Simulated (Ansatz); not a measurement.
Frontier orbitals of CH₇AlBFSi.

Z-matrix (Å, degrees):
```
B
Al 1 2.252
C 1 1.469 2 65.7
H 1 1.190 2 125.9 3 121.0
H 1 1.242 2 66.1 3 -131.0
H 2 1.579 1 124.8 3 80.1
H 2 1.580 1 105.9 3 -125.3
F 3 1.381 1 119.7 2 118.5
Si 3 1.894 1 125.3 2 -91.2
H 9 1.482 3 109.5 1 21.3
H 9 1.485 3 106.1 1 -97.9
H 9 1.486 3 111.9 1 143.5
```

The species carries charge 0 and has multiplicity 1. The bonds changed during the relaxation, so this is another structure than the one it started from. The geometry is a stationary point of PBE0-D4/def2-TZVP. Basis def2-TZVPP, Ansatz 0.2.0.

| functional | HOMO (eV) | LUMO (eV) | gap (eV) |
| --- | --- | --- | --- |
| LDA (SPW92) | -6.66 | -3.24 | 3.42 |
| PBE | -6.53 | -2.99 | 3.54 |
| revPBE | -6.47 | -2.89 | 3.58 |
| PBE0 | -7.71 | -2.18 | 5.53 |
| ωB97M-V | -9.85 | -0.37 | 9.48 |

From PBE to PBE0 the HOMO moves by −1.18 eV and the LUMO by +0.82 eV, and with ωB97M-V by −3.32 and +2.63 eV, so the gap grows from 3.53 to 9.48 eV with exact exchange.
